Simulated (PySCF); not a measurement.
**Electron correlation in Ar³⁺ (argon, charge +3)**

[Ne] 3s2 3p3, high-spin 4S determinant. All numbers are calculated (PySCF 2.14, the spin-free X2C one-electron Hamiltonian (Gaussian nucleus), in aug-cc-pCVTZ-DK with one added diffuse shell each of s, p, d, f type (9s8p6d4f, 91 functions)). Frozen: 1s2; 13 electrons correlated.

```
  level  correlation energy (mhartree)
   CCSD                        -428.39
    (T)                          -5.25
CCSD(T)                        -433.64
```

Diagnostics: T1 = 0.0025, D1 = 0.0097, largest double amplitude 0.056.

Problem. Is a single reference adequate?

Solution. Yes: T1 lies below 0.03 and no double amplitude reaches 0.07.
